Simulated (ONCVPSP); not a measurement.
**I, ONCV: configuration errors across variants**

ONCVPSP 4.0.1 input, shortened (lines: element, Z, core and valence counts, functional; n l f; lmax; l rc ep ncon nbas qcut; lloc lpopt rc5 dvloc0; l nproj debl; icmod fcfact rcfact), PW91, fully relativistic:

```
  I 53.00    6    5  -109134      upf
    1    0    2.00
    2    0    2.00
    2    1    6.00
    3    0    2.00
    3    1    6.00
    3    2   10.00
    4    0    2.00
    4    1    6.00
    4    2   10.00
    5    0    2.00
    5    1    5.00
    2
    0    1.40    0.00    4    8   10.60
    1    1.25    0.00    3    7    9.60
    2    1.25    0.00    4    8   11.80
    4    2    0.95    0.00
    0    2    0.70
    1    2    1.10
    2    2    2.10
    0    0.00    0.00
```

Open shells are filled in proportion to 2j + 1.

All-electron excitation energies from the reference (eV): (1) 4s2 4p6 4d10 5s2 5p4 11.212; (2) 4s2 4p6 4d10 5s2 5p3 31.156; (3) 4s2 4p6 4d10 5s2 5p2 60.608; (4) 4s2 4p5 4d10 5s2 5p5 136.716.

3 further variants failed, have other tests or another functional or relativity, and are left out.

A true bound ghost makes a file unfit for plane-wave use even where its test errors are small: the radial tests pick states by their node count and pass the ghost by.

Errors AE − PS in meV (a dash: test not solved or not reliable):

| change | (1) | (2) | (3) | (4) | bound ghosts | GHOST(+) flags above zero |
| --- | --- | --- | --- | --- | --- | --- |
| base | +2.0 | +3.0 | +2.0 | -117 | p3/2 | none |
| core correction Teter function, fcfact 5.25, rcfact 1.3 | +1.9 | +2.9 | +1.6 | -126 | p3/2 | none |
| d: nproj 3 | +2.0 | +3.0 | +2.0 | -117 | p3/2 | none |
| d: qcut 8.2 | +1.9 | +2.8 | +1.2 | -166 | p3/2 | none |
| d: rc 1.38 | +2.0 | +3.0 | +1.9 | -126 | p3/2 | none |
| d: nbas 9 | +2.0 | +3.0 | +2.0 | -118 | p3/2 | none |

(1) Give the same row for: local potential polynomial inside 0.95 bohr (lpopt 2, dvloc0 -1 Ha).

Results:

(1) +0.8, +2.0, +3.3, -72; bound ghosts: none; GHOST(+) flags above zero: none.
